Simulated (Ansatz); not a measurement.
A nudged elastic band was laid between two geometries of C$_{2}$H$_{11}$NOSi$_{2}$ (17 atoms, charge 0, multiplicity 1).

Theory: RKS PBE0-D4/6-31G* (Ansatz).

| Item | Value |
| --- | --- |
| movable images | 5 |
| climbing image | yes |
| spring | 5.0 eV/Å² |
| optimiser | quadratic models (default) |
| start path | through a guess of the saddle point |
| force threshold | 0.05 eV/Å |
| iteration limit | 51 |
| end points | relaxed |

First end point:

```xyz
17
Properties=species:S:1:pos:R:3
N 1.976 -0.715 -1.705
C 2.188 -0.278 -0.318
Si 0.655 -0.448 0.789
C -0.727 0.679 0.123
O -0.877 0.383 -1.279
Si -2.373 0.442 1.036
H 1.782 -1.714 -1.715
H 1.130 -0.272 -2.060
H 3.033 -0.838 0.103
H 2.515 0.770 -0.331
H 0.177 -1.862 0.773
H 0.886 -0.039 2.211
H -0.379 1.717 0.268
H -1.516 1.007 -1.650
H -3.429 1.220 0.318
H -2.773 -0.991 1.039
H -2.286 0.937 2.440
```

Last end point:

```xyz
17
Properties=species:S:1:pos:R:3
N 2.026 0.393 -1.325
C 2.001 -0.738 -0.396
Si 0.667 -0.386 0.901
C -0.797 0.459 0.027
O -0.976 -0.228 -1.227
Si -2.390 0.435 1.052
H 1.161 0.376 -1.860
H 2.785 0.283 -1.992
H 1.828 -1.723 -0.863
H 2.968 -0.801 0.118
H 0.221 -1.647 1.567
H 1.150 0.550 1.958
H -0.479 1.502 -0.143
H -1.680 0.223 -1.715
H -3.500 1.009 0.230
H -2.763 -0.959 1.415
H -2.241 1.251 2.292
```

(1) What changes between the two ends?

(2) What energy profile does the band end with?

(3) What is the geometry of the highest image?

(4) What are the harmonic wavenumbers there?

## Answers

(1) No bond is made or broken. The height of N1 over the plane of its neighbours goes from 0.41 to -0.40 Å.

(2) It converged. The highest image is number 2 of 0 to 6, 13.7 kJ/mol above the first end and 15.6 kJ/mol above the last; the last end lies 1.9 kJ/mol below the first. A vibrational analysis at the climbing image gives one clearly imaginary mode, 235i cm⁻¹: a first-order saddle point.

```tsv
image	path coordinate (Å)	energy (kJ/mol)	height of N1 over the plane of its neighbours (Å)
0	0.00	0.0	0.41
1	1.39	4.0	0.41
2	2.77	13.7	0.39
3	3.65	6.7	-0.36
4	4.53	3.1	-0.38
5	5.41	-0.3	-0.39
6	6.29	-1.9	-0.40
```

(3) 
```xyz
17
Properties=species:S:1:pos:R:3
N 1.990 -0.433 -1.689
C 2.190 -0.450 -0.232
Si 0.597 -0.596 0.791
C -0.774 0.453 -0.011
O -1.079 -0.207 -1.255
Si -2.318 0.590 1.082
H 1.022 -0.626 -1.932
H 2.183 0.494 -2.050
H 2.866 -1.271 0.049
H 2.704 0.466 0.092
H 0.102 -1.999 0.847
H 0.811 -0.116 2.192
H -0.360 1.461 -0.190
H -1.718 0.337 -1.737
H -3.433 1.161 0.266
H -2.737 -0.751 1.572
H -2.065 1.487 2.246
```

(4) 235i, 49, 85, 119, 156, 169, 235, 264, 324, 336, 514, 519, 600, 638, 653, 772, 790, 823, 877, 889, 922, 939, 945, 948, 1049, 1088, 1109, 1177, 1243, 1281, 1359, 1382, 1508, 1739, 2227, 2230, 2255, 2259, 2275, 3003, 3035, 3080, 3533, 3622, 3783 cm⁻¹.

The run took 7.3 min on 2 threads of Intel(R) Xeon(R) Platinum 8375C CPU @ 2.90GHz (Ice Lake), on a shared host, peak memory 0.37 GiB.
